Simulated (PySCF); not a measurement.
Level of theory: CAM-B3LYP-D3(BJ)/def2-TZVP // CAM-B3LYP-D3(BJ)/def2-SVP in PySCF. Isolated molecules, 0 K electronic values unless said otherwise. One relaxed conformer stands for a flexible species; it need not be the lowest. Excitations are Tamm–Dancoff values on a coarser integration grid. The basis has no diffuse functions, so Rydberg states are missing or too high.

Reference species (SMILES): `[CH2]([In]([I])[I])C` (C–C–In–I torsion 179°) (neutral, multiplicity 1).

```
Quantity                                       Result
-------------------------------------------  --------
brightest of the four lowest singlets (TDA)   4.73 eV
HOMO                                         -8.63 eV
LUMO                                         -1.09 eV
T1 excitation (TDA)                           3.98 eV
```

Changed species: `C[CH2][In]([CH2]C)[CH2]C` (0 of 3 C2H5 replaced by I; the reference has 2 of 3 C2H5 replaced by I).

Task: Give the shifts of the brightest of the four lowest singlets (TDA), HOMO, LUMO and T1 excitation (TDA).

Result: the brightest of the four lowest singlets (TDA) rises by 1.17 eV, to 5.90 eV; the HOMO increases by 0.90 eV, to -7.73 eV; the LUMO rises by 0.95 eV, to -0.14 eV; the T1 excitation (TDA) increases by 0.10 eV, to 4.08 eV.
